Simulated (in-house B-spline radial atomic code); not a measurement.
Ar²⁺ is squeezed into an impenetrable sphere of radius R (the orbitals vanish at R). Computed with an all-electron radial atomic-structure program (B-spline basis): non-relativistic r2SCAN, spin-polarised, spherical fractional occupations, point nucleus.

Energies in eV above the free ion in [Ne] 3s2 3p4:

| R (bohr) | highest level (eV) | [Ne] 3s2 3p4 | [Ne] 3s1 3p4 3d1 | [Ne] 3s2 3p3 3d1 |
| --- | --- | --- | --- | --- |
| 8.53 | -33.9 | -2.863e-05 | 32.82 | 17.47 |
| 5.7 | -33.9 | 0.004386 | 32.86 | 17.52 |
| 5.34 | -33.9 | 0.01232 | 32.91 | 17.56 |
| 3.9 | -33.3 | 0.6638 | 34.22 | 18.81 |
| 3.68 | -32.9 | 1.197 | 35.03 | 19.56 |
| 3.03 | -30 | 6.639 | 41.96 | 26 |
| 2.77 | -27.3 | 13.04 | 49.33 | 32.95 |
| 2.36 | -18.9 | 37.56 | 75.86 | 58.33 |
| 1.75 | 19.5 | 186.4 | 225.1 | 204.8 |
| 1.57 | 46.3 | 306.1 | 340.6 | 319.8 |

(1) Does [Ne] 3s1 3p4 3d1 fall below [Ne] 3s2 3p4 under compression?

(2) Does [Ne] 3s2 3p3 3d1 fall below [Ne] 3s2 3p4 under compression?

The highest level is first positive in the row R = 1.75 bohr, pushed up by confinement above the zero of the free ion's potential. Each configuration is held fixed and needn't be the lowest in the sphere.

Answers

(1) No, it stays above over the whole range.

(2) No, it stays above over the whole range.
